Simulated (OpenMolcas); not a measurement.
# Ionisation energies of technetium

```json
{
 "Program": "OpenMolcas 26.06",
 "Basis": "ANO-R2 [7s5p4d2f1g]",
 "Scalar Hamiltonian": "X2C, finite nucleus",
 "Spin-orbit coupling": "RASSI with atomic mean-field integrals over the reference wave functions, term energies averaged over their components"
}
```

Active shells in each charge state: the valence d shell, with orbitals averaged over the low states. Where CASPT2's correlated closed shells are named, they are those of the first ion.

A. CASSCF
B. SS-CASPT2, IPEA 0.25 Eh, imaginary shift 0.1 Eh (closed shells correlated: 4s 4p)
C. SS-CASPT2, IPEA 0 Eh, imaginary shift 0.1 Eh (closed shells correlated: 4s 4p)
D. SS-CASPT2, IPEA 0.25 Eh, imaginary shift 0.1 Eh (closed shells correlated: none)
E. SS-CASPT2, IPEA 0.25 Eh, imaginary shift 0.1 Eh (closed shells correlated: 3d 4s 4p)

Energies in eV between the lowest computed levels, named as in B; reference values from the NIST Atomic Spectra Database with their kind.

```json
{"From": "Tc2+ 4d⁵ ⁶S_5/2", "To": "Tc3+ 4d⁴ ⁵D₀", "A": "28.762", "B": "29.694", "C": "29.800", "D": "29.444", "E": "29.675", "Spin-orbit share in B": "-0.182", "Reference": "29.550 (semi-empirical)"}
{"From": "Tc3+ 4d⁴ ⁵D₀", "To": "Tc4+ 4d³ ⁴F_3/2", "A": "41.637", "B": "42.530", "C": "42.596", "D": "42.204", "E": "42.510", "Spin-orbit share in B": "-0.088", "Reference": "41.000 (theoretical)"}
{"From": "Tc4+ 4d³ ⁴F_3/2", "To": "Tc5+ 4d² ³F₂", "A": "56.416", "B": "57.230", "C": "57.317", "D": "56.766", "E": "57.209", "Spin-orbit share in B": "-0.064", "Reference": "57.000 (theoretical)"}
{"From": "Tc5+ 4d² ³F₂", "To": "Tc6+ 4d ²D_3/2", "A": "72.242", "B": "73.026", "C": "73.102", "D": "72.388", "E": "73.001", "Spin-orbit share in B": "+0.089", "Reference": "72.000 (theoretical)"}
{"From": "Tc6+ 4d ²D_3/2", "To": "Tc7+ 4p⁶ ¹S₀", "A": "87.857", "B": "88.642", "C": "88.709", "D": "87.857", "E": "88.617", "Spin-orbit share in B": "+0.244", "Reference": "88.000 (theoretical)"}
```

The lowest level within the active space need not be the ion's true ground level.
